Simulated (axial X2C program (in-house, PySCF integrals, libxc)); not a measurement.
# Density and ELF of GaI

Computed with an axial X2C code built on PySCF integrals. Spin-free means the one-electron spin-free X2C Hamiltonian. Basis: I dyall-cv3z [11s12p8d4f1g], Ga dyall-cv3z [9s9p7d4f1g] (cores contracted in-house); Gaussian nuclei, density fitting, unrestricted open shells. Masses: I 126.904 u, Ga 68.926 u.

PBE0, spin-free, state M_S = 0, Λ = 0 (closed shell); I at z = 0, Ga at z = 2.601 Å.

The maps cover the half plane through the axis: z from -2.4 to 4.8 Å along the bond, ρ from 0.15 to 2.25 Å away from it.

log10 of the density in e/bohr³:

```
 ρ\z  -2.4  -1.8  -1.2  -0.6   0.0   0.6   1.2   1.8   2.4   3.0   3.6   4.2   4.8
0.15  -3.1  -2.2  -1.3  -0.2   1.8  -0.2  -1.1  -1.0   1.0   0.3  -1.3  -2.0  -2.8
0.45  -3.1  -2.2  -1.4  -0.6   0.4  -0.6  -1.2  -1.2   0.1  -0.4  -1.4  -2.1  -2.9
0.75  -3.2  -2.4  -1.6  -0.9  -0.6  -0.9  -1.4  -1.5  -0.9  -1.1  -1.6  -2.3  -3.0
1.05  -3.4  -2.6  -1.8  -1.3  -1.1  -1.2  -1.6  -1.8  -1.5  -1.5  -1.9  -2.5  -3.1
1.35  -3.6  -2.8  -2.1  -1.6  -1.4  -1.6  -1.9  -2.1  -2.0  -1.9  -2.2  -2.7  -3.3
1.65  -3.8  -3.1  -2.5  -2.0  -1.9  -2.0  -2.3  -2.5  -2.4  -2.4  -2.6  -3.0  -3.6
1.95  -4.0  -3.4  -2.8  -2.4  -2.3  -2.4  -2.6  -2.8  -2.8  -2.8  -3.0  -3.3  -3.9
2.25  -4.3  -3.7  -3.2  -2.9  -2.7  -2.8  -3.0  -3.2  -3.2  -3.2  -3.3  -3.7  -4.2
```

Electron localisation function (collinear form, no current term, damped to 0 at low density):

```
 ρ\z  -2.4  -1.8  -1.2  -0.6   0.0   0.6   1.2   1.8   2.4   3.0   3.6   4.2   4.8
0.15  0.13  0.57  0.75  0.41  0.77  0.40  0.69  0.15  0.62  0.70  0.44  0.95  0.91
0.45  0.11  0.54  0.77  0.26  0.75  0.24  0.69  0.16  0.60  0.36  0.55  0.95  0.88
0.75  0.08  0.48  0.78  0.51  0.25  0.47  0.67  0.22  0.19  0.20  0.72  0.95  0.81
1.05  0.05  0.39  0.73  0.78  0.65  0.75  0.60  0.23  0.24  0.41  0.85  0.93  0.62
1.35  0.02  0.27  0.63  0.80  0.81  0.77  0.49  0.17  0.35  0.66  0.89  0.87  0.29
1.65  0.01  0.15  0.48  0.69  0.75  0.69  0.36  0.09  0.29  0.68  0.82  0.67  0.07
1.95  0.00  0.06  0.29  0.52  0.60  0.53  0.23  0.05  0.13  0.45  0.57  0.25  0.01
2.25  0.00  0.01  0.12  0.30  0.39  0.33  0.11  0.02  0.04  0.15  0.17  0.03  0.00
```

One determinant describes the state; a PBE0 search over occupations chose it and may have missed a lower one.
